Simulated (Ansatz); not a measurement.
C2HN, SMILES `[CH]C#N` (excited singlet) (charge 0, multiplicity 1). This singlet is an excited state, 0.67 eV above the relaxed triplet at the level B3LYP/cc-pVTZ // PBE0-D3(BJ)/def2-TZVP (Ansatz, a quantum-chemistry and plane-wave program).

Cartesian coordinates (Å):
```xyz
4

C     -0.7727     0.4638     0.0050
C      0.5358     0.0631     0.0014
N      1.6925    -0.1305     0.0006
H     -1.4556    -0.3964    -0.0070
```
Charge 0, spin multiplicity 1.

Frozen-core energies in cc-pVDZ from Ansatz at a geometry from PBE0-D3(BJ)/def2-TZVP; the HF reference has <S^2> = 0.00 (restricted, and unstable towards unrestricted orbitals) and the T1 diagnostic is 0.022.

```json
[
 {"level": "HF", "energy (Ha)": "-130.63012"},
 {"level": "MP2", "energy (Ha)": "-131.00823"},
 {"level": "CCSD", "energy (Ha)": "-131.03217"}
]
```

Q: Estimate the energies of CCSD(T), CCSDT and CCSDT(Q), and give each level's difference from CCSDT(Q).

A: 
```tsv
level	energy (Ha)	difference from CCSDT(Q) (mHa)
MP2	-131.00823	46.21
CCSD	-131.03217	22.27
CCSD(T)	-131.05096	3.49
CCSDT	-131.05213	2.31
CCSDT(Q)	-131.05444	0.00
```
